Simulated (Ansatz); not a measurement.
The same hydrogenolysis along the group O, S, Se.

Gas-phase electronic energies from Ansatz, PBE0-D4/def2-TZVP geometries. CBS: MP2 limit from def2 TZ/QZ plus the TZ coupled-cluster correction, frozen cores. This one scheme is used for every species. Functionals use def2-TZVPP. For Se outer-core shells are correlated without core-valence functions, which leaves a few kJ/mol of doubt a bond. Scalar relativity is left out up to krypton. One conformer a species, not always the lowest.

```tsv
reaction	CCSD(T)/CBS(def2) (eV)
`COCF` + H₂ → `COC` + H–F	-0.70
`CSCF` + H₂ → `CSC` + H–F	-1.09
`C[Se]CF` + H₂ → `C[Se]C` + H–F	?
```

Q: Fill in the missing values. (Estimate.)

A: Ansatz gave: `C[Se]CF` + H₂ → `C[Se]C` + H–F: -1.15 eV.

Largest T1 diagnostic: 0.011, for `COCF`.
